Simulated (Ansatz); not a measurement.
Geometry optimisation, Ansatz, RKS revPBE-D4/6-31G*.

Input:

```yaml
crystal:
  periodic: [false, false, false]
  atoms:
    - { symbol: C, position_ang: [0.5209, -0.9865, 1.8789] }
    - { symbol: C, position_ang: [0.9001, -0.089, 0.9295] }
    - { symbol: C, position_ang: [0.2666, 0.0477, -0.4058] }
    - { symbol: Si, position_ang: [1.5861, -0.3843, -1.7668] }
    - { symbol: C, position_ang: [-0.9753, 0.4447, -0.6025] }
    - { symbol: C, position_ang: [-1.9444, 0.893, 0.4864] }
    - { symbol: Cl, position_ang: [-1.6707, 0.5711, -2.1694] }
    - { symbol: H, position_ang: [1.0116, -0.9897, 2.8216] }
    - { symbol: H, position_ang: [-0.373, -1.5805, 1.7436] }
    - { symbol: H, position_ang: [1.7794, 0.533, 1.1646] }
    - { symbol: H, position_ang: [1.0632, -1.6323, -2.437] }
    - { symbol: H, position_ang: [2.8875, -0.615, -1.1793] }
    - { symbol: H, position_ang: [1.5635, 0.7495, -2.7522] }
    - { symbol: H, position_ang: [-2.7564, 0.1363, 0.6256] }
    - { symbol: H, position_ang: [-1.4714, 1.015, 1.4647] }
    - { symbol: H, position_ang: [-2.4106, 1.8644, 0.2426] }
basis:
  gaussian: { orbitals: "6-31G*" }
hamiltonian:
  xc: revpbe
  dispersion: d4
relax:
  f_tol: 0.015
  max_steps: 40
```

Launched with:

```bash
$ ansatz run input.yaml --threads 2 --pin off --max-ram 3072MiB --backend cpu --events-out ev --progress --plain --runs-dir out
```

Question: Where does it end, and by what steps?

Answer: The forces met the threshold. After 9 steps the energy has fallen by 0.334 eV; H9 moved furthest, 0.38 Å.

```
step  energy less start (eV)  largest force component (eV/Å)  accepted
   0                  0.0000                           3.181       yes
   1                 -0.1927                           1.056       yes
   2                 -0.2749                           0.769       yes
   3                 -0.2777                           1.368       yes
   4                 -0.3268                           0.162       yes
   5                 -0.3305                           0.078       yes
   6                 -0.3321                           0.050       yes
   7                 -0.3329                           0.035       yes
   8                 -0.3334                           0.024       yes
   9                 -0.3335                           0.014       yes
```

```xyz
16
Properties=species:S:1:pos:R:3
C 0.394 -0.837 2.002
C 0.958 -0.169 0.972
C 0.363 0.019 -0.369
Si 1.497 -0.310 -1.855
C -0.929 0.407 -0.537
C -1.934 0.827 0.496
Cl -1.579 0.502 -2.191
H 0.915 -0.950 2.958
H -0.587 -1.316 1.911
H 1.976 0.225 1.099
H 1.090 -1.553 -2.590
H 2.882 -0.513 -1.311
H 1.524 0.843 -2.812
H -2.735 0.073 0.604
H -1.442 0.958 1.472
H -2.416 1.773 0.194
```

Time of the run: 48 s on 2 threads of Arm Neoverse V1, on a shared host, peak memory 0.19 GiB.
